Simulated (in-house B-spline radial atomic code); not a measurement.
Ionisation energies along the 18-electron series, configuration [Ne] 3s2 3p6, as differences of self-consistent energies. NIST's values go from ground level to ground level; the uncertainty of those that are theory runs from under 0.1 % in few-electron ions to several per cent in heavy many-electron ones. Computed with an all-electron radial atomic-structure program (B-spline basis): non-relativistic Hartree-Fock, average of the configuration, point nuclei.

This level leaves out relativity, spin-orbit splitting included, which matters for heavy ions.

```tsv
ion	configuration after	ionisation energy (eV)	IE/(q+1)² (eV)	-ε less Coulomb ΔSCF (eV)	tabulated value (eV)	tabulated kind	computed minus tabulated (eV)
Gd46+	[Ne] 3s2 3p5	3941.4	1.7842	1.0226	3980	tabulated theory	-39
Tb47+	[Ne] 3s2 3p5	4098.1	1.7787	1.0229	4139	tabulated theory	-41
Dy48+	[Ne] 3s2 3p5	4257.7	1.7733	1.0232	4303	tabulated theory	-45
Ho49+	[Ne] 3s2 3p5	4420.4	1.7682	1.0234	4469	tabulated theory	-49
Er50+	[Ne] 3s2 3p5	4586.2	1.7632	1.0237	4639	tabulated theory	-53
Tm51+	[Ne] 3s2 3p5	4754.9	1.7585	1.0239	4812	tabulated theory	-57
Yb52+	[Ne] 3s2 3p5	4926.7	1.7539	1.0242	4988	tabulated theory	-61
Lu53+	[Ne] 3s2 3p5	5101.5	1.7495	1.0244	5168	tabulated theory	-66
Hf54+	[Ne] 3s2 3p5	5279.3	1.7452	1.0247	5350	tabulated theory	-71
Ta55+	[Ne] 3s2 3p5	5460.2	1.7411	1.0249	5537	tabulated theory	-77
```
